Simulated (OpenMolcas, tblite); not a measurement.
# A ladder of methods for GeHCl3 (SMILES [Cl][GeH]([Cl])[Cl])

The species is GeHCl3 (5 atoms), meant as a singlet with charge 0. SMILES: `[Cl][GeH]([Cl])[Cl]`. The shape is that of a PBE0-D4/def2-TZVP optimisation.

Quantity: the vertical ionisation energy (to the doublet cation), in eV. The values are calculated.

| level | kind | program | value (eV) | less CCSD(T)/cc-pVDZ | CPU time (all runs) |
| --- | --- | --- | --- | --- | --- |
| GFN1-xTB | semi-empirical | tblite | 15.02 | +3.26 | under 2 s |
| HF/cc-pVDZ | Hartree–Fock | OpenMolcas | 12.19 | +0.43 | 32 s |
| SVWN5/cc-pVDZ | LDA | OpenMolcas | 10.94 | -0.82 | 96 s |
| BLYP/cc-pVDZ | GGA | OpenMolcas | 10.58 | -1.18 | 96 s |
| r2SCAN/cc-pVDZ | meta-GGA | OpenMolcas | 11.18 | -0.58 | 2.2 min |
| B3LYP/cc-pVDZ | global hybrid | OpenMolcas | 11.26 | -0.50 | 82 s |
| BHLYP/cc-pVDZ | global hybrid | OpenMolcas | 11.81 | +0.05 | 1.9 min |
| CCSD(T)/cc-pVDZ, open shells restricted | coupled cluster or CI | OpenMolcas | 11.76 | 0.00 | 1.8 min |

CCSD(T)/cc-pVDZ, open shells restricted is the highest level here, not the true value. All-electron rows without a relativistic Hamiltonian named are non-relativistic. The values span 10.58 to 15.02 eV. The xTB values lack the empirical shift that such differences need. In the correlated wave-function rows the outer d shell of Ge is correlated, in sets not made for it. CPU times are rough (shared hosts, several kinds of processor): they show what a rung costs within a factor of a few.
